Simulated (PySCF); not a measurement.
**Nuclear quadrupole coupling in `CC(=O)C1=C[SiH2]C1(F)F`**

Compound: C5H6F2OSi.
Z-matrix (Å and degrees, GFN2-xTB geometry), rows numbered from 1:
```
C 
C   1  1.5003
O   2  1.2098  1  124.02
C   2  1.4812  1  114.99  3   179.98
C   4  1.3480  2  128.60  1   179.96
Si  5  1.8958  4   96.64  2   179.92
C   4  1.5150  2  127.94  1    -0.12
F   7  1.3698  4  113.57  2   -59.54
F   7  1.3698  4  113.59  2    59.69
H   1  1.0893  2  109.57  3  -121.03
H   1  1.0892  2  109.58  3   121.18
H   1  1.0867  2  110.29  3     0.09
H   5  1.0773  4  124.86  2    -0.03
H   6  1.4557  5  117.39  4  -107.15
H   6  1.4557  5  117.50  4   107.04
```

Field gradients from the PBE0/pcSseg-1 density (PySCF, non-relativistic), principal values in atomic units, ordered |Vxx| ≤ |Vyy| ≤ |Vzz|:

```
atom     Vxx     Vyy      Vzz
  O3  0.5286  1.4936  -2.0222
```

Question: Find the asymmetry η = (Vxx − Vyy)/Vzz and the couplings χ = eQV/h (234.96 MHz × Q in barn × V in au), with Q(17O) = −0.0256 b.

Answer: 
```
atom    environment  nucleus     η  χzz (MHz)  χxx (MHz)  χyy (MHz)
  O3  ketone oxygen      17O  0.48      12.16      -3.18      -8.98
```

The tensor is traceless: Vxx + Vyy + Vzz = 0.

Question: What is Vzz at O3 in SI units (1 au = 9.71736 × 10²¹ V/m²)?

Answer: -2.0222 au = -19.650 × 10²¹ V/m².

Question: And the gradient at the other heavy atoms, for which no coupling is worked out here?

Answer: 
```
atom                       environment  Vzz (au)     η
  C1  methyl carbon next to a carbonyl     0.070  0.95
  C2            ketone carbonyl carbon     0.524  0.18
  C4   fully substituted alkene carbon     0.312  0.56
  C5                  alkene CH carbon     0.499  0.14
 Si6                      SiH2 silicon     0.522  0.33
  C7                        CF2 carbon    -0.539  0.76
  F8           fluorine of a CF2 group     2.894  0.07
  F9           fluorine of a CF2 group     2.894  0.07
```

Question: What couplings would deuterons (Q(2H) = 0.00286 b) have in place of the hydrogens, at this geometry?

Answer: 
| atom | bonded to | bond length (Å) | Vzz (au) | η | χzz (kHz) |
| --- | --- | --- | --- | --- | --- |
| H10 | C1 | 1.089 | 0.3067 | 0.04 | 206 |
| H11 | C1 | 1.089 | 0.3068 | 0.04 | 206 |
| H12 | C1 | 1.087 | 0.3132 | 0.01 | 210 |
| H13 | C5 | 1.077 | 0.3328 | 0.03 | 224 |
| H14 | Si6 | 1.456 | 0.1657 | 0.01 | 111 |
| H15 | Si6 | 1.456 | 0.1657 | 0.01 | 111 |

The structure is a single GFN2-xTB conformer in the gas phase; no vibrational or solvent corrections. GFN2-xTB bond lengths can be off by several hundredths of an ångström, more for odd bonds, and the gradients follow them. A larger basis could move these couplings by a tenth or more.
